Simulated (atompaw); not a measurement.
## Pseudopotential generation for gadolinium: PAW (atompaw), PBE, scalar-relativistic.

Gd (Z = 64), PAW, made with atompaw 4.2.0.5 (PBE, scalar-relativistic). Core [Kr], reference 4d10 4f7 5s2 5p6 5d1 6s0 6p0 (charge +2). Waves: 5s (bound): rc 1.55 bohr; 6s (bound, empty): rc 2.70 bohr; 5p (bound): rc 2.65 bohr; 6p (bound, empty): rc 2.70 bohr; 4d (bound): rc 0.90 bohr; 5d (bound): rc 1.10 bohr; 4f (bound): rc 1.00 bohr; 4f channel at -1.3 Ry: rc 1.00 bohr. Local part: bessel scheme, radius 2.10 bohr. Core correction: smooth core density matched at 2.05 bohr. Augmentation charge: sinc compensation charge, radius 2.60 bohr; PAW radius 2.70 bohr; waves and projectors: custom rrkj vanderbiltortho.

All-electron outer shells of the reference configuration (PBE, scalar-relativistic, ld1.x):

```tsv
shell	level (eV)	outermost node (bohr)	outermost maximum (bohr)
4s	-383.22	0.29	0.52
4p	-290.18	0.29	0.54
4d	-161.50	0.27	0.56
5s	-63.52	0.65	1.20
5p	-40.98	0.70	1.35
4f	-22.46	–	0.56
5d	-15.18	0.79	1.88
6s	-15.03	1.58	3.05
6p	-10.73	1.87	3.78
```

Problem. Does the generator finish with these settings?

Solution. Yes, a potential is produced.

Problem. Estimate the cutoffs (Ry, on a coarse ladder) from which the occupation-weighted sum of valence levels, in a spherical-Bessel basis at the reference potential, stays within 10 and 1 mRy of its value at 400 Ry.

Solution. 230 Ry and over 300 Ry.

Problem. Does the potential have ghost states?

Solution. No extra level below or beside the all-electron valence levels (s, p, d, f tested).

Problem. Is the overlap operator S = 1 + Σ q|β⟩⟨β| positive definite (Bessel basis up to 400 Ry)?

Solution. Yes: its lowest eigenvalue is 0.12 (p channel).
